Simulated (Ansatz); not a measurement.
Species: LaCl$_{2}$, charge 0, doublet. LaCl2 (parent SMILES [Cl][La][Cl], doublet).
B3LYP-D3(BJ)/def2-TZVP minimum from Ansatz (an electronic-structure program):
```
La
Cl 1 2.5998
Cl 1 2.5998 2 115.85
```
Charge 0, spin multiplicity 2.

Atomisation energy term by term, kcal/mol (programs: Ansatz). UHF or UKS for unpaired electrons; spin-orbit terms are left out. Correlated methods leave the cores frozen (noble-gas shells, and filled d and f shells in the p block). Past Kr the def2 sets carry scalar-relativistic core potentials. CBS(X,Y): correlation extrapolated as X^-3, Hartree-Fock from the larger set. A bracket is a step between two methods taken in the basis named. Where a partner has so few electrons that a lower coupled-cluster level is exact, that level stands in. The determinant of La ([La], doublet) is a saddle point of the SCF energy; a lower one exists, which strains HF and MP2. The spin of Cl2La (parent SMILES [Cl][La][Cl], doublet) was assumed, and the state is the lowest solution found for it.

```tsv
term	basis	kcal/mol
Hartree-Fock	def2-QZVPP	198.98
CCSD correlation	CBS(def2-TZVPP,def2-QZVPP)	36.09
(T)	CBS(def2-TZVPP,def2-QZVPP)	4.55
CCSDT(Q) - CCSD(T)	def2-SVP	-0.17
sum: De		239.4
```
